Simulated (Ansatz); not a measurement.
Process, species as SMILES: C=[SiH2] (CH2-SiH2) → C atom + 4 H atom + Si atom
B3LYP-D3(BJ)/def2-TZVP geometries, fixed; electronic energies without zero-point terms.
Largest species:
```
Si
C 1 1.7009
H 2 1.0823 1 122.25
H 2 1.0823 3 115.51 1 180.00
H 1 1.4730 2 122.63 3 0.00
H 1 1.4730 5 114.74 2 -180.00
```
Charge 0, spin multiplicity 1.

The atomisation energy at MP2 with Ansatz (a first-principles code), in kcal/mol, split into its Hartree-Fock and correlation parts. Cores are frozen. A restricted Hartree-Fock determinant is unstable towards unrestricted orbitals. Open shells are unrestricted. No added dispersion term, no relativity. Functions are those of the species that has most.

```json
[
 {"basis": "cc-pV(D+d)Z", "X": "2", "functions": "57", "Hartree-Fock": "333.56", "MP2": "425.03"},
 {"basis": "cc-pV(T+d)Z", "X": "3", "functions": "125", "Hartree-Fock": "340.40", "MP2": "448.73"},
 {"basis": "cc-pV(Q+d)Z", "X": "4", "functions": "239", "Hartree-Fock": "341.76", "MP2": "456.44"},
 {"basis": "cc-pV(5+d)Z", "X": "5", "functions": "411", "Hartree-Fock": "342.02", "MP2": "458.97"}
]
```

Worked estimate of the basis-set limit from each neighbouring pair, with Hartree-Fock from the larger set and the correlation part extrapolated as X^-3.
Correlation parts: X = 2: 91.47, X = 3: 108.33, X = 4: 114.68, X = 5: 116.95.
- (2,3): (27·(108.33) - 8·(91.47))/19 = 115.43; with Hartree-Fock 340.40 the estimate is 455.83 kcal/mol.
- (3,4): (64·(114.68) - 27·(108.33))/37 = 119.31; with Hartree-Fock 341.76 the estimate is 461.07 kcal/mol.
- (4,5): (125·(116.95) - 64·(114.68))/61 = 119.33; with Hartree-Fock 342.02 the estimate is 461.35 kcal/mol.
The last two estimates differ by 0.28 kcal/mol; the largest set lies 2.38 from the last. Over the last step Hartree-Fock moves by 0.26 and the correlation part by 2.27.
